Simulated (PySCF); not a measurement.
Working out the excitation energy of Cl²⁺

Cl²⁺ [Ne] 3s2 3p3 (4S) → Cl²⁺ [Ne] 3s1 3p3 4s1 (6S). Computed with PySCF 2.14 in aug-cc-pwCVDZ, with no relativity, point nucleus. Frozen: nothing. Energies in hartree (1 hartree = 27.21139 eV):

| part | Cl²⁺ (lower) | Cl²⁺ (upper) |
| --- | --- | --- |
| UHF | -458.210800 | -457.178909 |
| CCSD correlation | -0.247783 | -0.184872 |
| (T) | -0.002278 | -0.000895 |

Question: What does Hartree-Fock give?

Answer: (-457.178909) − (-458.210800) = 1.031891 hartree = 28.079 eV.

Question: What do CCSD and CCSD(T) give?

Answer: The CCSD correlation energies differ by 0.062911 hartree = 1.712 eV and the triples by 0.001383 hartree = 0.038 eV, so CCSD gives 29.791 eV and CCSD(T) 29.829 eV.

A double-zeta basis recovers only part of the correlation energy.
